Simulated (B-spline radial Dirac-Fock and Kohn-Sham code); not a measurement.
# Dipole and non-dipole photoemission parameters of Kr 3d3/2

System: the Kr atom in the configuration [Ar] 3d10 4s2 4p6; threshold 95.00 eV (tabulated edge). Model: Dirac-Hartree-Slater photoionisation with a Latter tail; cross sections with all multipoles, angular parameters from the dipole term and its interference with E2. Program: a radial atomic solver.

Input of the calculation (task.json; shells as n, l, electrons):

```json
{"items": [{
  "Z": 36,
  "q": 0,
  "cfg": [[1, 0, 2], [2, 0, 2], [2, 1, 6], [3, 0, 2], [3, 1, 6], [3, 2, 10], [4, 0, 2], [4, 1, 6]],
  "A": 84,
  "rrms": 4.1884,
  "do": "xps",
  "hv": [80, 100, 111.0, 137.0, 188.0, 219.0, 265.0, 300, 434.0, 517.0, 560.0, 600, 714.0, 804.0, 1000, 1310.0, 1510.0, 2370.0, 3600.0, 3780.0, 3820.0, 4000.0, 5160.0, 6040.0, 6060.0, 9010.0, 9251.7, 10400.0, 12000, 15000],
  "edges": {"K": 14326.0, "L1": 1921.0, "L2": 1730.9, "L3": 1678.4, "M1": 292.8, "M2": 222.2, "M3": 214.4, "M4": 95.0, "M5": 93.8}
}]}
```

Run with: `python xray2_run.py task.json out`

For linearly polarised light dσ/dΩ = σ/(4π) [1 + β P₂(cos θ) + (δ + γ cos²θ) sin θ cos φ], with θ from the polarisation vector and φ the angle between the beam and the projection of the electron momentum on the plane normal to the polarisation.

```tsv
hν (eV)	σ (kb)	β	γ	δ
111	438	0.711	0.014	0.005
137	1640	-0.001	-0.010	0.008
188	2310	0.396	-0.015	0.014
219	2110	0.587	-0.012	0.017
265	1690	0.782	-0.002	0.020
300	1390	0.886	0.007	0.022
434	644	1.103	0.057	0.030
517	422	1.165	0.094	0.035
560	344	1.186	0.114	0.037
600	288	1.200	0.133	0.039
714	179	1.222	0.186	0.044
804	128	1.226	0.228	0.048
1000	67.4	1.215	0.314	0.056
1310	29.1	1.170	0.435	0.070
1510	18.4	1.136	0.503	0.079
2370	3.97	0.991	0.726	0.119
3600	?	?	?	?
3780	0.727	0.813	0.943	0.185
3820	0.699	0.809	0.947	0.187
4000	0.588	0.791	0.967	0.195
5160	0.222	0.695	1.069	0.247
6040	0.120	0.638	1.127	0.285
6060	0.118	0.637	1.128	0.286
9010	0.0240	0.501	1.255	0.404
9251.7	0.0215	0.493	1.262	0.413
10400	0.0132	0.455	1.288	0.455
12000	0.00727	0.409	1.312	0.511
15000	0.00282	0.341	1.329	0.608
```

Problem. Give the values at 3600 eV.

Solution. σ = 0.873 kb, β = 0.832, γ = 0.921, δ = 0.177.
